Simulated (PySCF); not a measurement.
All values below come from B3LYP-D3(BJ)/def2-TZVP // PBE-D3(BJ)/def2-SVP (PySCF 2.14.0). Gas-phase values, no solvent. One relaxed conformer stands for a flexible species; it need not be the lowest. B3LYP has the VWN-RPA correlation part, as in Gaussian. 

Reference species: [Y(NH2)3] (neutral, multiplicity 1).

* **coordination number**: 3
* **charge on the central atom (Mulliken)**: 1.41 e
* **mean distance from the central atom to its bonded neighbours**: 2.158 Å
* **HOMO–LUMO gap**: 4.61 eV

Changed species: [Y(Cl)2(NH2)] (1 of 3 Cl replaced by NH2; the reference has 3 of 3 Cl replaced by NH2).

Task: Predict the effect on the coordination number, charge on the central atom (Mulliken), mean distance from the central atom to its bonded neighbours and HOMO–LUMO gap.

Result: the coordination number is nearly the same; the charge on the central atom (Mulliken) drops by 0.12 e, to 1.29 e; the mean distance from the central atom to its bonded neighbours rises by 0.192 Å, to 2.350 Å; the HOMO–LUMO gap goes up by 0.20 eV, to 4.81 eV.
